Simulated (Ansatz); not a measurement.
C₃H₇FSn, SMILES `FC1[CH2][SnH2][CH2]1` at its PBE0-D4/def2-TZVP geometry, where that method's forces vanish. Total charge 0; spin multiplicity 1. Sn takes the def2 core potential.

```xyz
12

F    -0.6364    1.6428   -1.5373
C    -0.0492    0.9661   -0.4711
C     0.8173   -0.2036   -0.9268
Sn    0.3572   -1.1575    0.9617
C    -1.0797    0.3941    0.4972
H     0.5736    1.7043    0.0487
H     0.3121   -0.7691   -1.7135
H     1.8263    0.0490   -1.2429
H    -0.1680   -2.7767    0.9418
H     1.4227   -0.8670    2.2591
H    -1.9019   -0.0715   -0.0515
H    -1.4740    1.0889    1.2346
```

(1) What forces (eV/Å) does PBE-D4/def2-TZVPP give on these atoms in Ansatz? (Estimate.)

Results:

(1) The calculation gave: 
```
F1  -0.298  0.355 -0.546
C2   0.163 -0.193  0.298
C3   0.094  0.008 -0.105
Sn4  0.069 -0.195  0.174
C5  -0.111  0.072  0.049
H6   0.150  0.162  0.132
H7  -0.090 -0.123 -0.145
H8   0.210  0.031 -0.058
H9  -0.059 -0.176 -0.005
H10  0.114  0.036  0.137
H11 -0.159 -0.101 -0.093
H12 -0.083  0.124  0.162
```
